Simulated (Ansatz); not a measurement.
[Co(PH3)Cl5]2- (CoPH3Cl5²⁻). Total charge -2; singlet. Geometry PBE0-D4/def2-SVPD.

Cartesian coordinates in Å:
```
Co -0.444 0.583 0.569
P 0.620 -0.796 -0.755
H 1.650 -0.262 -1.573
H -0.137 -1.496 -1.723
H 1.326 -1.881 -0.163
Cl -1.689 2.043 1.822
Cl 1.382 1.981 0.398
Cl -2.050 -1.092 0.543
Cl 0.546 -0.433 2.377
Cl -1.204 1.354 -1.495
```

A multiply charged anion in the gas phase is held together partly by the finite basis. At PBE-D4/def2-TZVPD, r2SCANh-D4/def2-TZVPD, PBE0-D4/def2-SVPD, PBE0-D4/def2-TZVPD the highest occupied level of the charge -2 singlet lies above zero (up to 2.31 eV). The electron is either unbound and held by the finite basis, or the level is raised by self-interaction error.

Q: Estimate the orbital energies around the gap (eV) in Ansatz with PBE-D4/def2-TZVPD, r2SCANh-D4/def2-TZVPD, PBE0-D4/def2-SVPD, PBE0-D4/def2-TZVPD, ωB97X-V/def2-TZVPD.

A: 
```csv
orbital,PBE-D4/def2-TZVPD,r2SCANh-D4/def2-TZVPD,PBE0-D4/def2-SVPD,PBE0-D4/def2-TZVPD,ωB97X-V/def2-TZVPD
HOMO−13,-0.34,-1.20,-1.91,-1.81,-4.29
HOMO−12,-0.25,-1.00,-1.63,-1.57,-4.01
HOMO−11,0.07,-0.99,-1.63,-1.57,-4.01
HOMO−10,0.10,-0.97,-1.56,-1.50,-3.98
HOMO−9,0.96,0.18,-0.42,-0.38,-2.89
HOMO−8,1.15,0.41,-0.30,-0.23,-2.84
HOMO−7,1.18,0.44,-0.15,-0.12,-2.59
HOMO−6,1.34,0.65,-0.14,-0.09,-2.58
HOMO−5,1.68,0.71,0.02,0.08,-2.36
HOMO−4,1.69,0.80,0.04,0.10,-2.34
HOMO−3,1.78,0.82,0.18,0.22,-2.05
HOMO−2,2.26,1.06,0.51,0.53,-1.85
HOMO−1,2.29,1.13,0.53,0.55,-1.82
HOMO,2.31,1.13,0.54,0.55,-1.81
LUMO,3.61,4.15,4.62,4.73,6.60
LUMO+1,3.89,4.38,4.77,4.81,6.60
LUMO+2,5.24,5.84,6.18,5.68,6.68
LUMO+3,5.88,6.46,7.04,6.29,7.23
LUMO+4,5.89,6.49,7.04,6.30,7.25
LUMO+5,5.90,6.50,7.31,6.31,7.27
```
